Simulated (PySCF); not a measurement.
# Dipole moment and polarisability of `B[C@H]1CCC12CC2`

C6H11B.
SMILES with atom numbers: `[BH2:1][C@H:2]1[CH2:3][CH2:4][C:5]12[CH2:6][CH2:7]2` (hydrogens: H8, H9 on B1; H10 on C2; H11, H12 on C3; H13, H14 on C4; H15, H16 on C6; H17, H18 on C7)

Geometry (PBE0-D3(BJ)/def2-SVP, Å), atoms numbered from 1 in this order:
```
atom  x, y, z in Å
B1    -0.0011    1.6010    1.0255
C2     0.4411    0.9875   -0.3161
C3     1.7270    0.1371   -0.3617
C4     0.9701   -1.0687    0.2355
C5    -0.3408   -0.3320   -0.0111
C6    -1.5135   -0.8591   -0.7701
C7    -1.6659   -0.5685    0.6898
H8     0.5439    1.2827    2.0599
H9    -0.9610    2.3369    1.0727
H10    0.1364    1.5040   -1.2362
H11    2.0611   -0.0540   -1.3919
H12    2.5816    0.5139    0.2188
H13    1.0823   -2.0306   -0.2875
H14    1.1738   -1.2234    1.3057
H15   -2.0038   -0.1879   -1.4811
H16   -1.4661   -1.9049   -1.0887
H17   -1.6921   -1.4095    1.3886
H18   -2.2934    0.2763    0.9822
```

Level: B3LYP/def2-SVPD (PySCF), static field, nuclei fixed, core orbitals frozen in the response. The polarisability tensor in these axes (au):

```
x   86.08  2.90 -0.14
y    2.90 82.46  4.62
z   -0.14  4.62 76.52
```

Problem. What are the eigenvalues, a third of the trace, and Δα (Δα² = ½Σ(αi − αj)² over the three pairs)?

Solution. Principal values 73.81, 83.09 and 88.17 au; mean 81.69 au = 12.10 Å³ = 13.47 × 10⁻⁴⁰ C²·m²/J; Δα = 12.62 au (15 % of the mean).

Problem. What is the dipole moment, and where does it point?

Solution. (-0.14, -1.02, -0.80) D, 1.30 D in size, pointing from the negative to the positive side. Measured along this direction, the outermost atoms are H9 and H8 at the negative end and H16 at the positive end.

Problem. In TDDFT the mean static polarisability is Σ f/ω² over all singlet excitations (ω in hartree). How much of it do the 6 lowest give? Their energies (eV) and oscillator strengths: 5.51, 0.0407; 6.14, 0.0114; 6.24, 0.0045; 6.92, 0.0023; 6.96, 0.0051; 7.35, 0.0072.

Solution. They add up to 1.51 au, 1.9 % of the 81.69 au; the largest single term is 0.99 au, from the state at 5.51 eV. Terms in order: 0.99, 0.22, 0.08, 0.04, 0.08, 0.10 au. Higher excitations give the rest. The strengths listed sum to 0.071.

Problem. Find the Langevin capture rate constant for O2+ (31.990 u) meeting this molecule (94.095 u), k = 2.342 × 10⁻⁹ cm³/s × √(α in Å³ / reduced mass in u).

Solution. The reduced mass is 23.87 u, so k = 1.67 × 10⁻⁹ cm³/s. The formula leaves out the permanent dipole, which adds to the capture rate.

Problem. Rayleigh depolarisation ratio (linearly polarised light, static tensor)?

Solution. ρ = 3Δα²/(45ᾱ² + 4Δα²) = 477.4/(300270 + 636.6) = 0.00159.

The structure is a single PBE0-D3(BJ)/def2-SVP conformer in the gas phase; no vibrational or solvent corrections.

These values come from a run that also computed excited states. The run took about 60 s of CPU time (one thread, shared machine).
